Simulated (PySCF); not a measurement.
Excitations are Tamm–Dancoff values on a coarser integration grid. The basis has no diffuse functions, so Rydberg states are missing or too high.

Z-matrix (Å, degrees):
```
C
N 1 1.2648
H 2 1.0232 1 110.66
H 1 1.0923 2 118.67 3 180.00
H 1 1.0976 4 116.25 2 180.00
```
Charge 0, multiplicity 1.

### Question
Give the LUMO, HOMO–LUMO gap, S1 excitation (TDA), hole reorganisation energy (four-point), S1–T1 gap (TDA), adiabatic ionisation energy (no zero-point term), dipole moment and T1 excitation (TDA) at the level r2SCAN-D4/def2-TZVP (PySCF).

### Answer

The LUMO is -1.40 eV. The HOMO–LUMO gap comes out as 5.18 eV, the S1 excitation (TDA) is 5.50 eV and the hole reorganisation energy (four-point) is 1.634 eV. The S1–T1 gap (TDA) is 1.10 eV and the adiabatic ionisation energy (no zero-point term) comes out as 9.70 eV. The dipole moment comes out as 1.99 D and the T1 excitation (TDA) comes out as 4.40 eV.
